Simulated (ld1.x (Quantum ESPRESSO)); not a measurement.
Varying the TM potential for lanthanum

Base potential:

| Property | Result |
| --- | --- |
| Element | La |
| Generator | ld1.x (Quantum ESPRESSO) 7.5 |
| Type | norm-conserving Troullier–Martins (Kleinman–Bylander form) |
| Functional | PBE |
| Relativity | scalar-relativistic |
| Frozen core | [Xe] |
| Valence charge | 3 |
| Reference configuration | 4f0 5d1 6s2 6p0 |
| Partial waves | 6s (bound): rc 3.20 bohr; 6p (bound, empty): rc 3.90 bohr; 4f (bound, empty): rc 1.50 bohr; 5d (bound): rc 2.65 bohr |
| Local potential | the d channel |
| Core correction | a·sin(br)/r model core, default radius (core density twice the valence density) |

Cutoffs, loose and tight: the cutoffs (Ry, on a coarse ladder) from which the occupation-weighted sum of valence levels, in a spherical-Bessel basis at the reference potential, stays within 10 and 1 mRy of its value at 400 Ry. They do not see the model core or the augmentation charge, which bear on the density cutoff. Test errors are all-electron minus pseudo excitation energies from the reference, over the configurations 4f0 5d1 6s1 6p0; 4f0 5d1 6s0 6p0; 4f0 5d1 6s1.5 6p0; 4f0 5d1 6s1 6p1; 4f1 5d0 6s2 6p0; 4f0 5d1 6s0 6p1; 4f0 5d0 6s2 6p0. A dash means not determined; rows that change the core or the reference have their own tests. The largest error is taken over the tests solved by every variant that gives reliable tests at all: 4f0 5d0 6s2 6p0; 4f0 5d1 6s0 6p0; 4f0 5d1 6s1 6p0; 4f0 5d1 6s1.5 6p0.

For the base: The cutoffs count occupied waves only; the empty 4f level needs 140 Ry at the loose tolerance.

A true bound ghost makes a file unfit for plane-wave use even where its test errors are small: the radial tests pick states by their node count and pass the ghost by. Where a test does run into it, the solver fails or the error is huge.

The default core radius of the base comes out at 2.70 bohr.

```csv
change,outcome,"cutoff, loose","cutoff, tight",bound ghosts,largest test error (meV)
base,generated,10 Ry,15 Ry,"s, p",-101
core correction a·sin(br)/r model core inside 1.20 bohr,generated,10 Ry,15 Ry,"s, p",-124
wave 5d (bound): rc 2.65 bohr becomes 5d (bound): rc 2.72 bohr,generated,10 Ry,15 Ry,"s, p",-100
wave 6s (bound): rc 3.20 bohr becomes 6s (bound): rc 4.48 bohr,generated,10 Ry,12 Ry,"s, p",-89
type RRKJ; local potential the s channel,generated,10 Ry,15 Ry,none,-49
wave 4f (bound): rc 1.50 bohr becomes 4f (bound): rc 2.24 bohr,generated,10 Ry,15 Ry,"s, p",-101
wave 5d (bound): rc 2.65 bohr becomes 5d (bound): rc 2.14 bohr,generated,10 Ry,15 Ry,"s, p",-104
```

Q: What comes out with this change to the base: core [Kr] 4d10 5s2, valence charge 9; reference 4f0 5p6 5d1 6s2 6p0; waves now 6s (bound): rc 4.00 bohr; 5d (bound): rc 2.25 bohr; 4f (bound): rc 1.00 bohr; 5p (bound): rc 2.50 bohr; local potential the p channel; core correction Bessel-smoothed model core inside 0.45 bohr?

A: outcome: generated; cutoff, loose: 18 Ry; cutoff, tight: 30 Ry; bound ghosts: s; largest test error (meV): -57 over the solved tests; 2 of 7 tests not solved or not reliable.

Q: What comes out with this change to the base: local potential the f channel?

A: outcome: generated; cutoff, loose: 10 Ry; cutoff, tight: 15 Ry; bound ghosts: s, p, d; largest test error (meV): -43.

Q: What comes out with this change to the base: wave 6p (bound): rc 3.90 bohr becomes 6p (bound): rc 2.94 bohr?

A: outcome: generated; cutoff, loose: 10 Ry; cutoff, tight: 15 Ry; bound ghosts: p, s; largest test error (meV): -101.
